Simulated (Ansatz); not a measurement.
Clusters of 6 atoms, alloy: PBE-D4/def2-SVP single points in Ansatz on relaxed structures, gas phase. Each cluster is the lowest isomer that a short search found in that spin, judged at the geometry's level, and lower ones may exist. Core potentials for Ag, Au, Hf, Pd, Sn, Te, no spin–orbit coupling. HOMO and LUMO are taken over both spins. Binding counts from free atoms in the multiplicity of their measured ground term, without zero-point energy. Singlets are spin-restricted. A dash marks a value that wasn't run or was left out as unsound. The structures are stationary points that may keep the symmetry of their start. Remarks come from the PBE and PBE0 runs and from stability tests at other levels; not every state was tested.

Estimate the order by binding per atom (eV), lowest first.
A. Cu4Te2 (singlet)
B. Pd2Au4 (singlet)
C. Ag2Te4 (singlet)
D. Cu5Te (doublet)
E. HfSi5 (singlet)

B (1.88), C (2.13), D (2.57), A (2.73), E (3.68).

In full:

```
species  atoms    state           geometry  HOMO (eV)  LUMO (eV)  gap (eV)  binding per atom (eV)  point group (within 0.1 Å)                        remarks
Mg3Al3⁺      6  singlet   PBE0-D4/def2-SVP      -7.71      -6.67      1.04                      –                         D3h  restricted SCF unstable in HF
 Ag2Te4      6  singlet   PBE0-D4/def2-SVP      -4.87      -3.34      1.53                   2.13                           –                              –
 Pd2Au4      6  singlet  B3LYP-D4/def2-SVP      -4.91      -4.54      0.38                   1.88                           –  restricted SCF unstable in HF
 Cu4Te2      6  singlet    PBE-D4/def2-SVP      -4.45      -3.47      0.98                   2.73                          Cs                              –
  HfSi5      6  singlet   PBE0-D4/def2-SVP      -4.63      -3.56      1.07                   3.68                          Cs                              –
  Cu5Te      6  doublet    PBE-D4/def2-SVP      -4.04      -3.62      0.42                   2.57                          Cs                              –
  Sn5Au      6  doublet    PBE-D4/def2-SVP      -4.70      -4.26      0.44                   2.60                          Cs                              –
```

The gap (eV) runs from 0.38 (Pd2Au4) to 1.53 (Ag2Te4).
